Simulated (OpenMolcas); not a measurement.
**Pt2+: effect of the metal basis**

Pt2+ with its 6 nearest oxide ions at 2.154 Å, on the Mg site of MgO (a = 4.2112 Å, distance in the model lattice 2.106 Å). The rest of the host is ab initio model potentials to 7.6 Å and point charges beyond; the distance is set by hand and nothing relaxes.

| Quantity | Value |
| --- | --- |
| Program | OpenMolcas 26.06 |
| Method | CASSCF |
| Spin-orbit coupling | state interaction with AMFI integrals over the reference wave functions |

Fixed: ligand basis ANO-RCC-VDZP, active space 8 electrons in 5 orbitals (5d), DKH2 Hamiltonian.

States (labels of O, the rotations of Oh). Energies in cm-1 above the lowest state or level, χT in cm3 K/mol; 10Dq and B are least-squares fits to the states below 45000 cm-1, weighted by degeneracy, with a free offset, and given where the rms deviation is under 5 % of |10Dq| (or 100 cm-1) and under 700 cm-1.

```json
{"Run": "A", "Metal basis": "ANO-RCC-VDZP", "Ground state": "3A2", "First state of that spin": "3T2 25498", "10Dq": "24986", "B (rms of fit)": "747 (154)", "First gap with spin-orbit (degeneracies)": "10417 (3, 2)", "χT at 300 K": "1.401", "First state of another spin": "1E 11194", "Cost": "roughly 26 core-seconds"}
{"Run": "B", "Metal basis": "ANO-RCC-VTZP", "Ground state": "3A2", "First state of that spin": "3T2 25248", "10Dq": "24723", "B (rms of fit)": "745 (149)", "First gap with spin-orbit (degeneracies)": "10507 (3, 2)", "χT at 300 K": "1.403", "First state of another spin": "1E 11304", "Cost": "roughly 50 core-seconds"}
```

Against A, |10Dq| changes by -1.1 % in B.

Costs are those of the RASSCF and RASSI steps.

Without dynamic correlation the repulsion within the d shell is too large (B by tens of per cent), so at a given field states of lower spin stand too high. Real 4d8 and 5d8 ions are as a rule square planar and diamagnetic. With metal d orbitals alone the field can be off either way by tens of per cent. Ligand-to-metal charge-transfer states are missing. With no ligand orbital active B as a rule stays too high, so bands that hang on it stand too high and its fall with covalency is understated. The least metal-like active orbital is 77 % on the metal (Löwdin) and no ligand orbital is active, so the numbers are rough (holds for A). The least metal-like active orbital is 78 % on the metal (Löwdin) and no ligand orbital is active, so the numbers are rough (holds for B). No measured value stands beside these numbers; the geometry was set by hand and not optimised.
